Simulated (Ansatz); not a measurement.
Cartesian coordinates in Å:
```
Si -0.684 -1.288 0.709
N 0.147 0.112 0.153
Si -0.006 0.757 -1.434
Zn 1.269 0.975 1.331
H -0.323 -1.511 2.141
H -2.164 -1.139 0.620
H -0.312 -2.512 -0.056
H 0.838 1.985 -1.527
H 0.453 -0.198 -2.483
H -1.411 1.133 -1.758
H 2.194 1.686 2.302
```

Total charge 0; spin multiplicity 1.

List the r2SCAN/def2-TZVPP orbital energies in eV (Ansatz 0.2.0). (Estimate.)

The calculation gave: Occupied: -9435.51, -1791.15, -1791.15, -1144.90, -1007.51, -1007.50, -1007.43, -384.80, -141.56, -141.56, -130.81, -96.43, -96.43, -96.41, -96.41, -96.40, -96.40, -86.63, -86.59, -86.44, -21.33, -14.15, -13.51, -12.43, -12.42, -12.42, -12.36, -12.27, -10.14, -9.62, -9.37, -8.50, -8.44, -8.42, -7.73, -6.47. Lowest empty: -1.16, -0.93, -0.78, 0.49, 0.92, 0.96, 1.44, 1.53.
